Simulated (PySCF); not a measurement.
C2H4FNOSi, SMILES F[SiH2]/C=N/C=O.

The structure is a stationary point at B3LYP-D3(BJ)/def2-SVP. The structure was generated by enumeration; whether it is a known compound was not checked. The values are those of a single conformer.

Two levels are set side by side: PBE/def2-TZVP (PySCF) and B3LYP/def2-TZVP (PySCF). Same geometry, gas phase. Differences are taken from unrounded values.

```json
[
 {"quantity": "orbital gap (eV)", "B3LYP": "4.97", "PBE": "2.87", "PBE minus B3LYP": "-2.10"},
 {"quantity": "highest occupied level (eV)", "B3LYP": "-7.54", "PBE": "-6.25", "PBE minus B3LYP": "1.29"},
 {"quantity": "lowest empty level (eV)", "B3LYP": "-2.58", "PBE": "-3.38", "PBE minus B3LYP": "-0.81"},
 {"quantity": "dipole moment (D)", "B3LYP": "2.23", "PBE": "2.09", "PBE minus B3LYP": "-0.14"},
 {"quantity": "mean polarisability (bohr³)", "B3LYP": "59.4", "PBE": "62.1", "PBE minus B3LYP": "2.7"}
]
```

Without exact exchange PBE keeps part of each electron's self-repulsion, which lifts occupied levels and narrows the gap. Loosely held outer electrons make PBE densities more polarisable. Differences between two approximate levels are no errors against the true value.

Rough cost on one machine, each run with all the roots and properties that it gave: B3LYP against PBE within a factor of 2.
